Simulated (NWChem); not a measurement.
System: CaHSBr; SMILES [SH][Ca][Br]

Here is an NWChem input.

```
start job
memory heap 200 mb stack 900 mb global 1100 mb
geometry units angstroms noautoz
  Ca     0.357115     0.621203    -0.011230
  Br    -0.481388    -1.855901     0.008580
  S      0.538501     3.189296    -0.013431
  H     -0.794485     3.420278    -0.001100
end
basis spherical
  * library def2-svp
end
dft
  xc pbe0
  iterations 150
  vectors input atomic output neutral.movecs
end
task dft energy
charge 1
dft
  odft
  mult 2
  vectors input atomic output cation.movecs
end
task dft energy
```

Parts of the log:

```
             Northwest Computational Chemistry Package (NWChem) 7.3.0
             --------------------------------------------------------

 C1  symmetry detected

                             Geometry "geometry" -> ""
                             -------------------------

 Output coordinates in angstroms (scale by  1.889725989 to convert to a.u.)

  No.       Tag          Charge          X              Y              Z
 ---- ---------------- ---------- -------------- -------------- --------------
    1 Ca                  20.0000     0.25170907     0.66118874    -0.00125130
    2 Br                  35.0000    -0.05488188    -1.93602574     0.00045504
    3 S                   16.0000    -0.10361367     3.21104092     0.00139073
    4 H                    1.0000    -1.45549666     3.16047123    -0.01315195

 Effective nuclear repulsion energy (a.u.)     278.2458671919

                                 NWChem DFT Module
                                 -----------------

 Summary of "ao basis" -> "ao basis" (spherical)
 ------------------------------------------------------------------------------
       Tag                 Description            Shells   Functions and Types
 ---------------- ------------------------------  ------  ---------------------
 Ca                         def2-svp                10       24   5s3p2d
 Br                         def2-svp                12       32   5s4p3d
 S                          def2-svp                 8       18   4s3p1d
 H                          def2-svp                 3        5   2s1p

            General Information
            -------------------
          SCF calculation type: DFT
          Wavefunction type:  closed shell.
          No. of atoms     :     4
          No. of electrons :    72
           Alpha electrons :    36
            Beta electrons :    36
          Charge           :     0
          Spin multiplicity:     1
          Use of symmetry is: off; symmetry adaption is: off
          Maximum number of iterations: 150
          AO basis - number of functions:    79
                     number of shells:    33
          Convergence on energy requested:  1.00D-06
          Convergence on density requested:  1.00D-05
          Convergence on gradient requested:  5.00D-04

              XC Information
              --------------
                         PBE0 Method XC Functional
                     Hartree-Fock (Exact) Exchange  0.250
          PerdewBurkeErnzerhof Exchange Functional  0.750
            Perdew 1991 LDA Correlation Functional  1.000 local
           PerdewBurkeErnz. Correlation Functional  1.000 non-local

             Grid Information
             ----------------
          Grid used for XC integration:  medium
          Radial quadrature: Mura-Knowles
          Angular quadrature: Lebedev.
          Tag              B.-S. Rad. Rad. Pts. Rad. Cut. Ang. Pts.
          ---              ---------- --------- --------- ---------
          Ca                  1.80      112          11.0       590
          Br                  1.15      112          13.0       590
          S                   1.00       88          12.0       590
          H                   0.35       45          12.0       434
          Grid pruning is: on
          Number of quadrature shells:   357
          Spatial weights used:  Erf1

      Superposition of Atomic Density Guess
      -------------------------------------

 Sum of atomic energies:       -3646.59310993

      Non-variational initial energy
      ------------------------------

 Total energy =   -3646.883064
 1-e energy   =   -5612.783099
 2-e energy   =    1687.654168
 HOMO         =      -0.331100
 LUMO         =      -0.099990

   convergence    iter        energy       DeltaE   RMS-Dens  Diis-err
 ---------------- ----- ----------------- --------- --------- ---------
 d= 0,ls=0.0,diis     1  -3649.4781235871 -3.93D+03  1.60D-02  3.70D-01
 d= 0,ls=0.0,diis     2  -3649.4817736147 -3.65D-03  9.35D-03  3.87D-01
 d= 0,ls=0.0,diis     3  -3649.5377856054 -5.60D-02  1.30D-03  6.64D-03
 d= 0,ls=0.0,diis     4  -3649.5389828751 -1.20D-03  2.82D-04  3.30D-04
 d= 0,ls=0.0,diis     5  -3649.5390438980 -6.10D-05  5.90D-05  8.55D-06
  Resetting Diis
 d= 0,ls=0.0,diis     6  -3649.5390459283 -2.03D-06  2.11D-05  9.40D-07
 d= 0,ls=0.0,diis     7  -3649.5390461105 -1.82D-07  6.12D-06  5.88D-08

         Total DFT energy =    -3649.539046110518
      One electron energy =    -5618.132482760645
           Coulomb energy =     1843.388467941590
    Exchange-Corr. energy =     -153.040898483390
 Nuclear repulsion energy =      278.245867191927

 Numeric. integr. density =       72.000007181195

                       DFT Final Molecular Orbital Analysis
                       ------------------------------------

 Vector   34  Occ=2.000000D+00  E=-2.840142D-01
              MO Center= -3.7D-02, -1.8D+00,  3.3D-04, r^2= 1.9D+00
   Bfn.  Coefficient  Atom+Function         Bfn.  Coefficient  Atom+Function
  ----- ------------  ---------------      ----- ------------  ---------------
    41      0.577801  2 Br pz                38      0.500669  2 Br pz
    35     -0.337054  2 Br pz                32      0.109592  2 Br pz
    16     -0.092692  1 Ca d -1              21     -0.086322  1 Ca d -1
    14      0.078955  1 Ca pz                11     -0.057291  1 Ca pz
    66     -0.032487  3 S  pz                69     -0.028382  3 S  pz

 Vector   35  Occ=2.000000D+00  E=-2.614469D-01
              MO Center= -1.3D-01,  2.5D+00,  7.8D-04, r^2= 4.4D+00
   Bfn.  Coefficient  Atom+Function         Bfn.  Coefficient  Atom+Function
  ----- ------------  ---------------      ----- ------------  ---------------
    68      0.570425  3 S  py                65      0.392368  3 S  py
    62      0.228764  3 S  py                10      0.209789  1 Ca py
    40      0.193029  2 Br py                 4     -0.173959  1 Ca s
    37      0.163926  2 Br py                13     -0.144063  1 Ca py
     3      0.113321  1 Ca s                 34     -0.111017  2 Br py

 Vector   36  Occ=2.000000D+00  E=-2.456558D-01
              MO Center= -1.0D-01,  3.0D+00,  8.9D-04, r^2= 2.0D+00
   Bfn.  Coefficient  Atom+Function         Bfn.  Coefficient  Atom+Function
  ----- ------------  ---------------      ----- ------------  ---------------
    69      0.610406  3 S  pz                66      0.414768  3 S  pz
    63      0.240920  3 S  pz                14      0.130859  1 Ca pz
    21      0.107385  1 Ca d -1              16      0.101935  1 Ca d -1
    11     -0.080764  1 Ca pz                41      0.079872  2 Br pz
    38      0.043363  2 Br pz                35     -0.031697  2 Br pz

 Vector   37  Occ=0.000000D+00  E=-7.822555D-02
              MO Center=  5.2D-01,  7.0D-01, -2.8D-03, r^2= 5.8D+00
   Bfn.  Coefficient  Atom+Function         Bfn.  Coefficient  Atom+Function
  ----- ------------  ---------------      ----- ------------  ---------------
     4      0.657215  1 Ca s                  3     -0.372867  1 Ca s
     5      0.368743  1 Ca s                 19      0.301322  1 Ca d  2
    24      0.169938  1 Ca d  2              17      0.154497  1 Ca d  0
    12      0.113699  1 Ca px                28     -0.103625  2 Br s
    60     -0.102920  3 S  s                 59     -0.097990  3 S  s

 Vector   38  Occ=0.000000D+00  E=-2.309121D-02
              MO Center=  4.0D-01,  7.5D-01, -2.9D-03, r^2= 3.0D+00
   Bfn.  Coefficient  Atom+Function         Bfn.  Coefficient  Atom+Function
  ----- ------------  ---------------      ----- ------------  ---------------
    17      0.618430  1 Ca d  0              22      0.424629  1 Ca d  0
    19     -0.316977  1 Ca d  2              24     -0.210589  1 Ca d  2
    12     -0.160647  1 Ca px                76     -0.136224  4 H  s
    15     -0.134988  1 Ca d -2              60      0.106766  3 S  s
    67     -0.093564  3 S  px                20     -0.091703  1 Ca d -2

 Vector   39  Occ=0.000000D+00  E=-2.224242D-02
              MO Center=  4.1D-01,  6.6D-01, -2.5D-03, r^2= 2.8D+00
   Bfn.  Coefficient  Atom+Function         Bfn.  Coefficient  Atom+Function
  ----- ------------  ---------------      ----- ------------  ---------------
    18      0.723487  1 Ca d  1              23      0.490152  1 Ca d  1
    14     -0.127896  1 Ca pz                11      0.050931  1 Ca pz

     Multipole analysis of the density
     ---------------------------------

     L   x y z        total         alpha         beta         nuclear
     -   - - -        -----         -----         ----         -------
     0   0 0 0     -0.000000    -36.000000    -36.000000     72.000000

     1   1 0 0      0.461665      0.230833      0.230833      0.000000
     1   0 1 0      0.152218      0.076109      0.076109      0.000000
     1   0 0 1     -0.007544     -0.003772     -0.003772     -0.000000

     2   2 0 0    -31.915093    -22.497617    -22.497617     13.080141
     2   1 1 0     -0.703848      4.783247      4.783247    -10.270342
     2   1 0 1      0.029430     -0.002540     -0.002540      0.034510
     2   0 2 0    -56.570181   -590.533771   -590.533771   1124.497361
     2   0 1 1     -0.028802      0.016838      0.016838     -0.062478
     2   0 0 2    -35.382308    -17.691587    -17.691587      0.000866

                                 NWChem DFT Module
                                 -----------------

            General Information
            -------------------
          SCF calculation type: DFT
          Wavefunction type:  spin polarized.
          No. of atoms     :     4
          No. of electrons :    71
           Alpha electrons :    36
            Beta electrons :    35
          Charge           :     1
          Spin multiplicity:     2
          Use of symmetry is: off; symmetry adaption is: off
          Maximum number of iterations: 150
          AO basis - number of functions:    79
                     number of shells:    33
          Convergence on energy requested:  1.00D-06
          Convergence on density requested:  1.00D-05
          Convergence on gradient requested:  5.00D-04

              XC Information
              --------------
                         PBE0 Method XC Functional
                     Hartree-Fock (Exact) Exchange  0.250
          PerdewBurkeErnzerhof Exchange Functional  0.750
            Perdew 1991 LDA Correlation Functional  1.000 local
           PerdewBurkeErnz. Correlation Functional  1.000 non-local

             Grid Information
             ----------------
          Grid used for XC integration:  medium
          Radial quadrature: Mura-Knowles
          Angular quadrature: Lebedev.
          Tag              B.-S. Rad. Rad. Pts. Rad. Cut. Ang. Pts.
          ---              ---------- --------- --------- ---------
          Ca                  1.80      112          11.0       590
          Br                  1.15      112          13.0       590
          S                   1.00       88          12.0       590
          H                   0.35       45          12.0       434
          Grid pruning is: on
          Number of quadrature shells:   357
          Spatial weights used:  Erf1

      Superposition of Atomic Density Guess
      -------------------------------------

 Sum of atomic energies:       -3646.59310993

 Renormalizing density from      72.00 to     71

      Non-variational initial energy
      ------------------------------

 Total energy =   -3615.481475
 1-e energy   =   -5534.827778
 2-e energy   =    1641.100436
 HOMO         =      -0.554639
 LUMO         =      -0.306877

[...]
```

Level: PBE0/def2-SVP, vertical spin-unrestricted ions. Geometry: optimised at PBE0/def2-SVP.
